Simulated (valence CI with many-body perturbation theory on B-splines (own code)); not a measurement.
# La²⁴⁺: what each term of the Hamiltonian does

Computed by valence CI with perturbative core correlation (CI+MBPT): five valence electrons over a frozen Dirac-Fock core [Ar] 3d10, a basis of 9 s, 9 p, 8 d, 6 f, 3 g, 1 h functions for each j, with the one-electron correlation potential Σ1, the two-electron term Σ2, the three-electron term Σ3, Breit, model QED; selected CI, second order for the rest (own B-spline code, finite nucleus).

No measured spectrum was set against this ion. As an estimate, levels hold to about 250 cm⁻¹ or 0.2 % of their energy and the worst to 1 %, as in measured heavy ions of charge 2 to 7; those with d or f electrons hold less well. Among the levels kept, up to 280 cm⁻¹ of a level comes from second order outside the variational space, and about a tenth of that is noise between levels of different J, which matters for small intervals.

Each rung adds one term. CI alone is the Dirac-Coulomb CI over the frozen core; QED comes last and gives the full result, which names the levels. Energies are above (4s^2 4p1/2^2 4p3/2) J=3/2 on the same rung, in eV.

Levels are named by their leading jj configuration (3d3/2^4 stands for four electrons in 3d with j = 3/2), which in mixed levels can hold well under half, so a name can repeat and another be missing. Letters in brackets count levels of one name in rising energy.

| Level | CI alone |
| --- | --- |
| (4s^2 4p1/2 4p3/2^2) J=3/2 | 18.88 |
| (4s^2 4p1/2 4p3/2^2) J=5/2 | 22.47 |
| (4s^2 4p1/2 4p3/2^2) J=1/2 | 27.07 |
| (4s^2 4p3/2^3) J=3/2 | 46.32 |
| (4s 4p1/2^2 4p3/2^2) J=5/2 | 75.25 |
| (4s 4p1/2^2 4p3/2^2) J=3/2 | 84.14 |
| (4s 4p1/2^2 4p3/2^2) J=1/2 | 85.17 |
| (4s^2 4p1/2^2 4d3/2) J=3/2 | 95.77 |
| (4s 4p1/2 4p3/2^3) J=3/2 [a] | 99.29 |
| (4s 4p1/2 4p3/2^3) J=5/2 | 102.16 |
| (4s^2 4p1/2^2 4d5/2) J=5/2 | 103.84 |
| (4s 4p1/2 4p3/2^3) J=1/2 | 107.74 |
| (4s 4p1/2 4p3/2^3) J=3/2 [b] | 108.76 |
| (4s^2 4p1/2 4p3/2 4d3/2) J=5/2 [a] | 114.09 |
| (4s^2 4p1/2 4p3/2 4d3/2) J=1/2 [a] | 116.09 |
| (4s^2 4p1/2 4p3/2 4d3/2) J=7/2 | 116.77 |

Q: What do these energies become with core correlation, Breit and QED?

A: (4s^2 4p1/2 4p3/2^2) J=3/2 18.89 (+0.011); (4s^2 4p1/2 4p3/2^2) J=5/2 22.40 (-0.072); (4s^2 4p1/2 4p3/2^2) J=1/2 26.92 (-0.149); (4s^2 4p3/2^3) J=3/2 46.19 (-0.132); (4s 4p1/2^2 4p3/2^2) J=5/2 75.26 (+0.008); (4s 4p1/2^2 4p3/2^2) J=3/2 83.93 (-0.213); (4s 4p1/2^2 4p3/2^2) J=1/2 84.95 (-0.225); (4s^2 4p1/2^2 4d3/2) J=3/2 95.59 (-0.181); (4s 4p1/2 4p3/2^3) J=3/2 [a] 98.93 (-0.354); (4s 4p1/2 4p3/2^3) J=5/2 101.93 (-0.228); (4s^2 4p1/2^2 4d5/2) J=5/2 103.32 (-0.525); (4s 4p1/2 4p3/2^3) J=1/2 107.27 (-0.467); (4s 4p1/2 4p3/2^3) J=3/2 [b] 108.34 (-0.423); (4s^2 4p1/2 4p3/2 4d3/2) J=5/2 [a] 113.77 (-0.322); (4s^2 4p1/2 4p3/2 4d3/2) J=1/2 [a] 115.63 (-0.461); (4s^2 4p1/2 4p3/2 4d3/2) J=7/2 116.39 (-0.372).

Q: How does the ionisation energy move along the ladder, and which term matters most?

A: CI alone 807.19, + Σ1 808.51, + Σ2 808.57, + Σ3 808.35, + Breit 807.94, + QED 807.93 eV. The largest step is Σ1, 1.32 eV. NIST lists 806 ± 4 eV (theoretical).
